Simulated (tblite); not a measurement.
Species: C₇H₅F₃NP.
Numbering: `[F:1][C:2]([F:3])([F:4])/[CH:5]=[P:6]/[c:7]1[cH:8][cH:9][cH:10][n:11][cH:12]1` (hydrogens: H13 on C5; H14 on C8; H15 on C9; H16 on C10; H17 on C12)

A start from a force field or distance geometry was refined with GFN2-xTB geometry optimisation, gas phase in tblite. Values at the start:

```json
{"coordinate": "F1–C2", "start": "1.374 Å"}
{"coordinate": "C2–F3", "start": "1.393 Å"}
{"coordinate": "C2–C5", "start": "1.480 Å"}
{"coordinate": "C5=P6", "start": "1.680 Å"}
{"coordinate": "C5–H13", "start": "1.090 Å"}
{"coordinate": "P6–C7", "start": "1.823 Å"}
{"coordinate": "C7–C8", "start": "1.372 Å"}
{"coordinate": "C7–C12", "start": "1.393 Å"}
{"coordinate": "C8–C9", "start": "1.374 Å"}
{"coordinate": "C8–H14", "start": "1.081 Å"}
{"coordinate": "C9–C10", "start": "1.384 Å"}
{"coordinate": "C9–H15", "start": "1.083 Å"}
{"coordinate": "C10–N11", "start": "1.362 Å"}
{"coordinate": "C10–H16", "start": "1.062 Å"}
{"coordinate": "N11–C12", "start": "1.345 Å"}
{"coordinate": "C12–H17", "start": "1.077 Å"}
{"coordinate": "F1–C2–C5", "start": "109.0°"}
{"coordinate": "C2–C5–P6", "start": "123.0°"}
{"coordinate": "F3–C2–C5", "start": "108.6°"}
{"coordinate": "C5–P6–C7", "start": "122.2°"}
{"coordinate": "P6–C7–C8", "start": "117.1°"}
{"coordinate": "C7–C12–N11", "start": "119.3°"}
{"coordinate": "C8–C7–C12", "start": "121.2°"}
{"coordinate": "C9–C10–N11", "start": "121.8°"}
{"coordinate": "F1–C2–C5–P6", "start": "47°"}
{"coordinate": "C5–P6–C7–C8", "start": "-100°"}
```

Task: How do these coordinates change at the GFN2-xTB level?

Result: 
| coordinate | GFN2-xTB (Å or °) | change |
| --- | --- | --- |
| C2–F3 | 1.348 | -0.045 |
| C10–N11 | 1.322 | -0.040 |
| F1–C2 | 1.344 | -0.030 |
| N11–C12 | 1.317 | -0.028 |
| C10–H16 | 1.082 | +0.020 |
| C7–C8 | 1.391 | +0.019 |
| C5–H13 | 1.079 | -0.011 |
| C8–C9 | 1.385 | +0.011 |
| P6–C7 | 1.832 | +0.009 |
| C12–H17 | 1.083 | +0.006 |
| C5=P6 | 1.674 | -0.006 |
| C9–H15 | 1.079 | -0.004 |
| C9–C10 | 1.387 | +0.003 |
| C7–C12 | 1.395 | +0.002 |
| C2–C5 | 1.480 | 0.000 |
| C8–H14 | 1.081 | 0.000 |
| C5–P6–C7 | 98.3 | -23.9 |
| P6–C7–C8 | 121.6 | +4.5 |
| F3–C2–C5 | 112.8 | +4.2 |
| C7–C12–N11 | 123.3 | +4.0 |
| C2–C5–P6 | 119.2 | -3.8 |
| C8–C7–C12 | 117.7 | -3.5 |
| F1–C2–C5 | 112.2 | +3.2 |
| C9–C10–N11 | 123.1 | +1.3 |
| F1–C2–C5–P6 | 0 | -47 |
| C5–P6–C7–C8 | -86 | +14 |

The energy falls by 19.7 kcal/mol over 111 L-BFGS steps, the largest force on an atom goes from 2.73 to 0.007 eV/Å, and the atoms move by 0.461 Å rms after alignment. The bond that changes most is C2–F3 (CF3 carbon to fluorine of a CF3 group), which shortens by 0.045 Å. Bonds longer at the end by more than 0.005 Å: 5 of 17; shorter: 7. Among the dihedrals that turn most is F4–C2–C5–P6, from 175° to 120°. Rotational constants go from 2506, 324.0, 311.7 to 2189, 358.8, 352.0 MHz.

Run on an Arm Neoverse V1 with one thread, shared host.

GFN2-xTB frequencies show an imaginary mode (41i cm⁻¹), so the point is no minimum at that level. 2 starts were optimised and ended at 0.00 and 0.21 kcal/mol (GFN2-xTB); the lowest of these is shown.

These are computed values.
